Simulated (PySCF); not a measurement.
**Static response to an electric field**

Species: C4H8F2Si.
Atom-mapped SMILES: `[F:1][C@@H:2]1[CH2:3][CH2:4][SiH2:5][C@H:6]1[F:7]` (hydrogens: H8 on C2; H9, H10 on C3; H11, H12 on C4; H13, H14 on Si5; H15 on C6)

Geometry (PBE0-D3(BJ)/def2-SVP, Å), atoms numbered from 1 in this order:
```
atom  x, y, z in Å
F1    -0.2329    0.0986    2.0058
C2    -0.9428    0.2438    0.8265
C3    -0.8121   -1.0283    0.0082
C4     0.6657   -1.2209   -0.3781
Si5    1.3399    0.5466   -0.5663
C6    -0.2716    1.3867    0.0676
F7    -1.0765    1.7109   -1.0154
H8    -1.9904    0.4853    1.0758
H9    -1.4359   -0.8994   -0.8911
H10   -1.2174   -1.8859    0.5677
H11    0.7813   -1.8412   -1.2783
H12    1.2105   -1.7251    0.4350
H13    2.5308    0.8240    0.2890
H14    1.6246    0.9674   -1.9690
H15   -0.1684    2.2700    0.7176
```

Level: CAM-B3LYP/def2-SVPD (PySCF), static field, nuclei fixed, core orbitals frozen in the response. The polarisability tensor in these axes (au):

```
x   76.55  2.20 -3.93
y    2.20 72.73 -0.81
z   -3.93 -0.81 68.35
```

**Question.** Diagonalise the tensor; give its mean and Δα, where Δα² is half the sum of the squared differences of the eigenvalues.

**Answer.** Principal values 66.77, 71.86 and 79.01 au; mean 72.54 au = 10.75 Å³ = 11.96 × 10⁻⁴⁰ C²·m²/J; Δα = 10.65 au (15 % of the mean).

**Question.** What is the dipole moment, and where does it point?

**Answer.** (0.07, -0.96, -0.23) D, 0.99 D in size, pointing from the negative to the positive side. Measured along this direction, the outermost atoms are H15 at the negative end and H11 at the positive end.

**Question.** Find the Langevin capture rate constant for O2+ (31.990 u) meeting this molecule (122.036 u), k = 2.342 × 10⁻⁹ cm³/s × √(α in Å³ / reduced mass in u).

**Answer.** The reduced mass is 25.35 u, so k = 1.53 × 10⁻⁹ cm³/s. The formula leaves out the permanent dipole, which adds to the capture rate.

**Question.** Along which axes do the principal values lie, and how far do the nuclei extend along each?

**Answer.** Largest value along (0.87, 0.35, -0.35), where the nuclei span 4.37 Å; middle along (-0.32, 0.94, 0.14), 4.44 Å; least along (0.38, -0.01, 0.93), 3.14 Å. 

**Question.** What molar refraction does this α imply?

**Answer.** Lorentz–Lorenz: R = (4π/3)N_A α = 2.5225 cm³/(mol·Å³) × 10.75 Å³ = 27.1 cm³/mol, in the limit of long wavelengths.

Geometry: PBE0-D3(BJ)/def2-SVP, one conformer, isolated molecule.

The run behind these numbers computed excited states and ΔSCF ions as well. Time: 8.0 min; peak memory 1.0 GiB. Hardware: an Arm Neoverse N1 with one thread, shared host with 64 logical CPUs at a one-minute load of 62.
